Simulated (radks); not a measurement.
Species: Kr2+. Configuration: [Ar] 3d10 4s2 4p3 6f1 (not the ground configuration). All-electron calculation, scalar-relativistic Kohn-Sham, LDA (Slater exchange, Perdew-Wang correlation), spin-unpolarised, spherical densities, point nucleus. Program: a radial shooting solver on a logarithmic mesh with Libxc functionals.

Unscreened Slater integrals over Kohn-Sham orbitals (eV).

F0(6f,6f): 1.6980
F2(6f,6f): 0.85324
F4(6f,6f): 0.59856
F6(6f,6f): 0.46617
F0(6f,4p): 2.6371
F2(6f,4p): 0.39546
G2(6f,4p): 0.26243
G4(6f,4p): 0.17472
F0(6f,4s): 2.6517
G3(6f,4s): 0.16282
F0(6f,3d): 2.6779
F2(6f,3d): 0.078299
F4(6f,3d): 0.019171
G1(6f,3d): 0.018832
G3(6f,3d): 0.010626
G5(6f,3d): 0.0072339
F0(4p,4p): 14.737
F2(4p,4p): 7.7986
F0(4p,4s): 15.624
G1(4p,4s): 10.535
F0(4p,3d): 19.051
F2(4p,3d): 4.2376
G1(4p,3d): 1.4407
G3(4p,3d): 1.3455
F0(4s,4s): 16.728
F0(4s,3d): 21.252
G2(4s,3d): 1.8830
F0(3d,3d): 45.021
F2(3d,3d): 21.642
F4(3d,3d): 13.633

Derived for the open shells (J is the average intra-shell exchange parameter used in DFT+U). 4p: J = F2/5 = 1.560 eV. 6f: F4/F2 = 0.702, F6/F2 = 0.546, J = (286 F2 + 195 F4 + 250 F6)/6435 = 0.07417 eV.
